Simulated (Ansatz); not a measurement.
Start from `[F][Sn]([F])([Cl])[Br]` and change one element to get `FC(F)(Cl)Br`.

Ansatz, PBE0-D4/def2-TZVP geometries, multiplicity 1. 

Elements past krypton have def2 core potentials. Scalar relativity is left out up to krypton.

| property | `[F][Sn]([F])([Cl])[Br]` |
| --- | --- |
| size of the dipole moment (ωB97M-V/def2-TZVPP) / D | 1.86 |
| ideal-gas entropy at 298 K and 1 bar (rigid rotor, harmonic PBE0-D4/def2-TZVP) / J/(mol·K) | 378 |
| LUMO energy (B3LYP/def2-TZVPP) / eV | -3.65 |
| HOMO–LUMO gap (PBE0/def2-TZVPP) / eV | 6.34 |
| HOMO–LUMO gap (B3LYP/def2-TZVPP) / eV | 5.73 |
| LUMO energy (PBE/def2-TZVPP) / eV | -4.22 |

Problem. Give the same properties after the change, and the shifts. (An estimate is asked.)

Solution. Ansatz gave: 
| property | `FC(F)(Cl)Br` | shift |
| --- | --- | --- |
| size of the dipole moment (ωB97M-V/def2-TZVPP) / D | 0.46 | -1.40 |
| ideal-gas entropy at 298 K and 1 bar (rigid rotor, harmonic PBE0-D4/def2-TZVP) / J/(mol·K) | 319 | -59 |
| LUMO energy (B3LYP/def2-TZVPP) / eV | -1.63 | 2.02 |
| HOMO–LUMO gap (PBE0/def2-TZVPP) / eV | 7.54 | 1.20 |
| HOMO–LUMO gap (B3LYP/def2-TZVPP) / eV | 6.97 | 1.24 |
| LUMO energy (PBE/def2-TZVPP) / eV | -2.33 | 1.89 |

With PBE0 the HOMO rises by 0.80 eV and the LUMO rises by 1.99 eV, so the gap widens by about 1.19 eV. PBE moves the HOMO by 0.82 eV and ωB97M-V by 0.78 eV. Dipoles are sizes alone; their direction can turn.

B3LYP here is the variant with VWN-RPA as its local correlation; programs differ in this.

Spin–orbit coupling is left out; it splits and shifts lone-pair levels of the heavy atoms by tenths of an eV.
